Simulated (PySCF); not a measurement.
C2H8O2Si, SMILES CO[Si@@H](C)O.

Coordinates come from a PBE0-D3(BJ)/def2-SVP optimisation. The structure was generated by enumeration; whether it is a known compound was not checked. One conformer was computed; it need not be the lowest.

Two levels are set side by side: TDDFT-PBE/def2-SVPD (PySCF) and TDDFT-LC-ωPBE/def2-SVPD (PySCF). Vertical, same geometry. The lowest singlet is HOMO→LUMO 99 % with PBE and HOMO→LUMO 60 % with the other functional; states are paired by order. Differences are taken from unrounded values.

| quantity | TDDFT-LC-ωPBE | TDDFT-PBE | TDDFT-PBE minus TDDFT-LC-ωPBE |
|---|---|---|---|
| lowest singlet excitation (eV) | 8.22 | 6.20 | -2.02 |
| lowest triplet excitation (TDA) (eV) | 7.88 | 6.08 | -1.80 |

Functionals without exact exchange tend to place singlet excitations lower, as here. Differences between two approximate levels are no errors against the true value.

Rough cost on one machine, each run with all the roots and properties that it gave: TDDFT-LC-ωPBE against TDDFT-PBE about 7 times.
